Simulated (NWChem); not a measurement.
System: CH5FOSi2; SMILES F[Si@@H]1OC[SiH2]1

Here is an NWChem input.

```
start job
memory heap 200 mb stack 900 mb global 1100 mb
geometry units angstroms noautosym nocenter noautoz
  F      0.376938    -1.989913    -0.643771
  Si     0.063838    -0.840376     0.461822
  O     -1.400111    -0.076534     0.170324
  C     -1.093054     1.244533    -0.313373
  Si     0.824738     1.300794    -0.038801
  H      0.084719    -1.543578     1.770915
  H     -1.654063     1.992539     0.270896
  H     -1.395668     1.347019    -1.369605
  H      1.669500     1.570213    -1.239989
  H      1.250069     2.184602     1.088708
end
basis spherical
  * library def2-svp
end
dft
  xc b3lyp
  iterations 150
end
property
  response 1 0.0773
end
task dft property
```

Geometry: optimised at PBE0/def2-SVP.

Field at 589 nm.

**Question.** Predict the main results of this run. (B3LYP/def2-SVP.) Quantities: isotropic polarisability (bohr³); anisotropy (bohr³).

**Answer.** 
```
Quantity                          Value
--------------------------------  -----
isotropic polarisability (bohr³)   61.1
anisotropy (bohr³)                 18.2
```
